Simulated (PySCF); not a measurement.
## Calculated data, CH4AlBN, B2H5NO, CH6BNO

Calculation on a computer-drawn molecule: the log of a Hartree-Fock and frozen-core CCSD(T) single point meant for a local Hartree-Fock minimum, with one planted fault or none, to be diagnosed. Offsets are logged minus clean, where the clean run is the same molecule without the fault. The reference is restricted for singlets and unrestricted otherwise, and also for a bond in bohr or an excited solution. Adding or removing an electron swaps singlet and doublet. The excited solution moves the top pair (singlet) or top alpha electron (doublet) to the lowest empty orbital. Highest occupied and lowest empty are orbital energies over both spins, largest force is the largest gradient component, triples share is (T) over the correlation energy, the T1 limit is 0.02 restricted and 0.045 unrestricted, electrons count all cores, a negative frequency is imaginary (commonest isotopes), and the dipole is about the centre of nuclear charge. Program: PySCF 2.14.0.

Common to all runs: logged SCF converged yes; possible faults no fault, one electron removed, one electron added, multiplicity raised by two, geometry at a saddle point, SCF held on an excited solution, minimal basis STO-3G, one bond length entered in bohr, all coordinates scaled.

(1) 
```xyz
8
formula=CH4AlBN meant_charge=1 meant_multiplicity=1 meant_basis=cc-pV(D+d)Z logged_electrons=35 logged_basis_functions=85 logged_spin_squared=0.7762 logged_highest_occupied=-4.6224 logged_lowest_empty=1.825 logged_largest_force=0.04184 logged_T1_diagnostic=0.016991 logged_D1_diagnostic=0.049758 logged_triples_share=0.034433 logged_CC_converged=yes logged_dipole_magnitude=5.2225 logged_SCF_stable_within_its_kind=yes logged_energy_HF=-361.18071 logged_energy_CCSD(T)=-361.66213 planted_fault=one_electron_added HF_energy_offset_from_clean_run=-94.26 CCSD(T)_energy_offset_from_clean_run=-103.7
N      0.2475     1.3642     2.4664
B     -0.3988     1.5957     1.3098
C     -1.1093     1.8299     0.1070
Al    -2.8995     1.5892    -0.1455
H      0.4040     2.0792     3.1527
H      0.6855     0.4862     2.6767
H     -0.5275     2.1870    -0.7439
H     -4.4150     1.3874    -0.3662
```

Units: logged_highest_occupied, logged_lowest_empty in eV; logged_largest_force in hartree/bohr; logged_dipole_magnitude in debye; logged_energy_HF, logged_energy_CCSD(T) in hartree; HF_energy_offset_from_clean_run, CCSD(T)_energy_offset_from_clean_run in kcal/mol.

Drawn bonds:
```
atom  other atom  order
   1           2      1
   2           3      2
   3           4      1
   1           5      1
   1           6      1
   3           7      1
   4           8      1
```

(2) 
```xyz
8
formula=CH4AlBN meant_charge=1 meant_multiplicity=1 meant_basis=cc-pV(D+d)Z logged_electrons=34 logged_basis_functions=85 logged_spin_squared=0 logged_highest_occupied=-13.497 logged_lowest_empty=-3.4742 logged_largest_force=3.226e-05 logged_lowest_frequency=-588.23 logged_T1_diagnostic=0.015341 logged_D1_diagnostic=0.036112 logged_triples_share=0.033121 logged_CC_converged=yes logged_dipole_magnitude=1.4329 logged_SCF_stable_within_its_kind=yes logged_energy_HF=-361.01229 logged_energy_CCSD(T)=-361.47557 planted_fault=geometry_at_a_saddle_point HF_energy_offset_from_clean_run=11.43 CCSD(T)_energy_offset_from_clean_run=13.35
N     -1.9438    -0.1287     0.0000
B     -0.6284     0.1897     0.0000
C      0.7527     0.5399     0.0000
Al     2.2615    -0.4520     0.0000
H     -2.2861    -1.0711     0.0000
H     -2.6628     0.5720     0.0000
H      0.9352     1.6200     0.0000
H      3.5716    -1.2698     0.0000
```

Units: logged_highest_occupied, logged_lowest_empty in eV; logged_largest_force in hartree/bohr; logged_lowest_frequency in cm⁻¹; logged_dipole_magnitude in debye; logged_energy_HF, logged_energy_CCSD(T) in hartree; HF_energy_offset_from_clean_run, CCSD(T)_energy_offset_from_clean_run in kcal/mol.

Drawn bonds:
```
atom  other atom  order
   1           2      1
   2           3      2
   3           4      1
   1           5      1
   1           6      1
   3           7      1
   4           8      1
```

(3) 
```xyz
8
formula=CH4AlBN meant_charge=1 meant_multiplicity=1 meant_basis=cc-pV(D+d)Z logged_electrons=34 logged_basis_functions=85 logged_spin_squared=0 logged_highest_occupied=-13.314 logged_lowest_empty=-3.7658 logged_largest_force=0.061446 logged_T1_diagnostic=0.01974 logged_D1_diagnostic=0.056639 logged_triples_share=0.039096 logged_CC_converged=yes logged_dipole_magnitude=2.32 logged_SCF_stable_within_its_kind=yes logged_energy_HF=-360.96669 logged_energy_CCSD(T)=-361.45346 planted_fault=all_coordinates_scaled,by_+9.5_% HF_energy_offset_from_clean_run=40.04 CCSD(T)_energy_offset_from_clean_run=27.23
N      0.2710     1.4938     2.7007
B     -0.4366     1.7473     1.4342
C     -1.2146     2.0037     0.1171
Al    -3.1749     1.7401    -0.1593
H      0.4424     2.2767     3.4522
H      0.7506     0.5324     2.9310
H     -0.5777     2.3947    -0.8146
H     -4.8344     1.5193    -0.4010
```

Units: logged_highest_occupied, logged_lowest_empty in eV; logged_largest_force in hartree/bohr; logged_dipole_magnitude in debye; logged_energy_HF, logged_energy_CCSD(T) in hartree; HF_energy_offset_from_clean_run, CCSD(T)_energy_offset_from_clean_run in kcal/mol.

Drawn bonds:
```
atom  other atom  order
   1           2      1
   2           3      2
   3           4      1
   1           5      1
   1           6      1
   3           7      1
   4           8      1
```

(4) 
```xyz
8
formula=CH4AlBN meant_charge=0 meant_multiplicity=2 meant_basis=cc-pV(D+d)Z logged_electrons=35 logged_basis_functions=85 logged_spin_squared=3.7589 logged_highest_occupied=-4.4344 logged_lowest_empty=-0.46657 logged_largest_force=0.050027 logged_T1_diagnostic=0.027567 logged_D1_diagnostic=0.14075 logged_triples_share=0.030484 logged_CC_converged=yes logged_dipole_magnitude=8.7738 logged_SCF_stable_within_its_kind=yes logged_energy_HF=-361.11917 logged_energy_CCSD(T)=-361.56568 planted_fault=multiplicity_raised_by_two HF_energy_offset_from_clean_run=72.43 CCSD(T)_energy_offset_from_clean_run=91.04
N      1.9706     1.8550    -1.2090
B      1.1316     0.7900    -1.0241
C      0.2335    -0.2513    -0.7878
Al    -1.2154     0.1425     0.4000
H      2.7541     2.0332    -0.6152
H      1.8221     2.5410    -1.9199
H      0.3602    -1.2224    -1.2561
H     -1.2785     1.6185     1.0192
```

Units: logged_highest_occupied, logged_lowest_empty in eV; logged_largest_force in hartree/bohr; logged_dipole_magnitude in debye; logged_energy_HF, logged_energy_CCSD(T) in hartree; HF_energy_offset_from_clean_run, CCSD(T)_energy_offset_from_clean_run in kcal/mol.

Drawn bonds:
```
atom  other atom  order
   1           2      1
   2           3      2
   3           4      1
   1           5      1
   1           6      1
   3           7      1
   4           8      1
```

(5) 
```xyz
8
formula=CH4AlBN meant_charge=0 meant_multiplicity=2 meant_basis=cc-pV(D+d)Z logged_electrons=35 logged_basis_functions=28 logged_spin_squared=0.813 logged_highest_occupied=-3.8767 logged_lowest_empty=7.8175 logged_largest_force=0.055495 logged_T1_diagnostic=0.026717 logged_D1_diagnostic=0.1181 logged_triples_share=0.02159 logged_CC_converged=yes logged_dipole_magnitude=0.32015 logged_SCF_stable_within_its_kind=yes logged_energy_HF=-356.76056 logged_energy_CCSD(T)=-356.98086 planted_fault=minimal_basis_STO-3G HF_energy_offset_from_clean_run=2807 CCSD(T)_energy_offset_from_clean_run=2968
N      1.9706     1.8550    -1.2090
B      1.1316     0.7900    -1.0241
C      0.2335    -0.2513    -0.7878
Al    -1.2154     0.1425     0.4000
H      2.7541     2.0332    -0.6152
H      1.8221     2.5410    -1.9199
H      0.3602    -1.2224    -1.2561
H     -1.2785     1.6185     1.0192
```

Units: logged_highest_occupied, logged_lowest_empty in eV; logged_largest_force in hartree/bohr; logged_dipole_magnitude in debye; logged_energy_HF, logged_energy_CCSD(T) in hartree; HF_energy_offset_from_clean_run, CCSD(T)_energy_offset_from_clean_run in kcal/mol.

Drawn bonds:
```
atom  other atom  order
   1           2      1
   2           3      2
   3           4      1
   1           5      1
   1           6      1
   3           7      1
   4           8      1
```

(6) 
```xyz
8
formula=CH4AlBN meant_charge=0 meant_multiplicity=2 meant_basis=cc-pV(D+d)Z logged_electrons=35 logged_basis_functions=85 logged_spin_squared=0.8338 logged_highest_occupied=-4.6184 logged_lowest_empty=-0.73269 logged_largest_force=0.028569 logged_dipole_magnitude=1.5058 logged_SCF_stable_within_its_kind=no logged_energy_HF=-361.14111
N      1.9706     1.8550    -1.2090
B      1.1316     0.7900    -1.0241
C      0.2335    -0.2513    -0.7878
Al    -1.2154     0.1425     0.4000
H      2.7541     2.0332    -0.6152
H      1.8221     2.5410    -1.9199
H      0.3602    -1.2224    -1.2561
H     -1.2785     1.6185     1.0192
```

Units: logged_highest_occupied, logged_lowest_empty in eV; logged_largest_force in hartree/bohr; logged_dipole_magnitude in debye; logged_energy_HF in hartree.

Drawn bonds:
```
atom  other atom  order
   1           2      1
   2           3      2
   3           4      1
   1           5      1
   1           6      1
   3           7      1
   4           8      1
```

Notes: coupled-cluster numbers left out as unreliable.

(7) 
```xyz
9
formula=B2H5NO meant_charge=0 meant_multiplicity=1 meant_basis=cc-pVDZ logged_electrons=30 logged_basis_functions=81 logged_spin_squared=0 logged_highest_occupied=-4.3383 logged_lowest_empty=-3.3891 logged_largest_force=0.10491 logged_CC_converged=no logged_dipole_magnitude=1.421 logged_SCF_stable_within_its_kind=no logged_energy_HF=-181.18201
N     -0.8102    -0.9492    -1.3168
B      0.4372    -0.4314    -0.9720
B      0.6704     0.6752     0.3249
O      0.5050     0.2726     1.6119
H     -0.9470    -1.5803    -2.0788
H     -1.6500    -0.7510    -0.8139
H      1.3710    -0.7822    -1.6567
H      0.9989     1.8281     0.1318
H      0.6803     0.9488     2.2483
```

Units: logged_highest_occupied, logged_lowest_empty in eV; logged_largest_force in hartree/bohr; logged_dipole_magnitude in debye; logged_energy_HF in hartree.

Drawn bonds:
```
atom  other atom  order
   1           2      1
   2           3      1
   3           4      1
   1           5      1
   1           6      1
   2           7      1
   3           8      1
   4           9      1
```

Notes: CCSD not converged.

(8) 
```xyz
10
formula=CH6BNO meant_charge=0 meant_multiplicity=1 meant_basis=cc-pVDZ logged_electrons=32 logged_basis_functions=86 logged_spin_squared=2.019 logged_highest_occupied=-4.001 logged_lowest_empty=-1.4819 logged_largest_force=0.13459 logged_T1_diagnostic=0.038032 logged_D1_diagnostic=0.23519 logged_triples_share=0.028925 logged_CC_converged=yes logged_dipole_magnitude=2.3061 logged_SCF_stable_within_its_kind=yes logged_energy_HF=-195.15004 logged_energy_CCSD(T)=-195.79934
N     -1.4629     1.4801     1.1018
B     -0.9942     0.4391     0.3076
C     -1.2324     0.4062    -1.2649
O     -0.2566    -0.3174    -1.9870
H     -1.3584     1.4961     2.0943
H     -1.9327     2.2831     0.7368
H     -0.4263    -0.4786     0.8486
H     -2.2369    -0.0028    -1.4606
H     -1.2385     1.4144    -1.6878
H     -0.1069    -1.1435    -1.5529
```

Units: logged_highest_occupied, logged_lowest_empty in eV; logged_largest_force in hartree/bohr; logged_dipole_magnitude in debye; logged_energy_HF, logged_energy_CCSD(T) in hartree.

Drawn bonds:
```
atom  other atom  order
   1           2      1
   2           3      1
   3           4      1
   1           5      1
   1           6      1
   2           7      1
   3           8      1
   3           9      1
   4          10      1
```

## Withheld values
1. CH4AlBN (entry 6): planted fault?
2. Which fault was planted in the run of B2H5NO (entry 7)?
3. Which fault was planted in the run of CH6BNO (entry 8)?

Answers
1. SCF held on an excited solution
2. SCF held on an excited solution
3. multiplicity raised by two

Further results for CH4AlBN (entry 6):

- HF energy offset from clean run: 58.66 kcal/mol

Further results for B2H5NO (entry 7):

* HF energy offset from clean run: 309.3 kcal/mol

Further results for CH6BNO (entry 8):

* HF energy offset from clean run: 157.4 kcal/mol
* CCSD(T) energy offset from clean run: 152.3 kcal/mol
